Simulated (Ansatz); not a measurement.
Species: H$_{9}$BSi$_{3}$, SMILES `[SiH3]B([SiH3])[SiH3]` (charge 0, multiplicity 1), formula H₉BSi₃.

Question: How many basis functions does frozen-core CCSD(T)/cc-pVTZ // PBE0-D4/def2-TZVP run with Ansatz (a quantum-chemistry and plane-wave program) use, how many core orbitals are frozen, and how many electrons are correlated?

Answer: 258 basis functions and 16 frozen orbitals, which leaves 24 correlated electrons. Core time is of the order of minutes.
